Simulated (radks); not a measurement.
Q: All-electron atom: Cd I in [Kr] 4d10 5s1 5p1 (not the ground configuration). Calculated with a radial shooting solver on a logarithmic mesh with Libxc functionals: Dirac Kohn-Sham, LDA (Slater exchange, Perdew-Wang correlation), spin-unpolarised, spherical densities, finite nucleus; open shells fill j = l - 1/2 first; Fermi nuclear charge, rms radius 4.6087 fm. Some entries of the table are withheld. Estimate them.

orbital  occ.  eigenvalue (eV)  <r> (bohr)
1s1/2       2        -26477.59         (1)
2s1/2       2        -3932.300         (2)
2p1/2       2        -3663.172         (3)
2p3/2       4        -3470.998         (4)
3s1/2       2        -733.8734      0.3587
3p1/2       2        -625.8470      0.3499
3p3/2       4        -591.5277      0.3609
3d3/2       4        -399.5486         (5)
3d5/2       6        -392.5668         (6)
4s1/2       2        -107.5589      0.8786
4p1/2       2         -72.8192      0.9383
4p3/2       4         -66.9187      0.9700
4d3/2       4         -14.0613       1.272
4d5/2       6         -13.3541       1.292
5s1/2       1          -7.1096       2.794
5p1/2       1          -2.3372         (7)
5p3/2       0          -2.1080         (8)

A: 
(1) 1s1/2 <r> (bohr): 0.03043
(2) 2s1/2 <r> (bohr): 0.1314
(3) 2p1/2 <r> (bohr): 0.1113
(4) 2p3/2 <r> (bohr): 0.1164
(5) 3d3/2 <r> (bohr): 0.3329
(6) 3d5/2 <r> (bohr): 0.3364
(7) 5p1/2 <r> (bohr): 3.966
(8) 5p3/2 <r> (bohr): 4.161
